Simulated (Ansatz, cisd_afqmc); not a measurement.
System: Ag, charge 0, doublet.

Total energies in def2-QZVPP, 11 correlated electrons, 4 frozen orbitals. Open shells are spin-unrestricted; no spin-orbit coupling. Cores are frozen in correlated methods (noble-gas shells, and filled d and f shells in the p block). Past Kr the def2 sets carry scalar-relativistic core potentials. The Monte Carlo rows (phaseless AFQMC, CISD trial, step 0.005/hartree) carry one-sigma bars that omit the constraint's bias. Outlying blocks are dropped, and bars are widened where a walk drifts. Over all cases where full CI ran beside it in this data, AFQMC minus full CI had a median of +0.1 mEh and passed +0.4 mEh in a tenth of the cases.

```json
[
 {"method": "HF", "program": "Ansatz", "energy (Eh)": "-146.11809", "minus CCSDT(Q) (mEh)": "403.10"},
 {"method": "MP2", "program": "Ansatz", "energy (Eh)": "-146.53887", "minus CCSDT(Q) (mEh)": "-17.68"},
 {"method": "CCSD", "program": "Ansatz", "energy (Eh)": "-146.50508", "minus CCSDT(Q) (mEh)": "16.11"},
 {"method": "CCSD(T)", "program": "Ansatz", "energy (Eh)": "-146.52236", "minus CCSDT(Q) (mEh)": "-1.17"},
 {"method": "CCSDT(Q)", "program": "Ansatz", "energy (Eh)": "-146.52119", "minus CCSDT(Q) (mEh)": "0.00"},
 {"method": "AFQMC/CISD", "program": "cisd_afqmc", "energy (Eh)": "-146.5213 ± 0.0004", "minus CCSDT(Q) (mEh)": "-0.2 ± 0.4"}
]
```

Ansatz is a first-principles code.
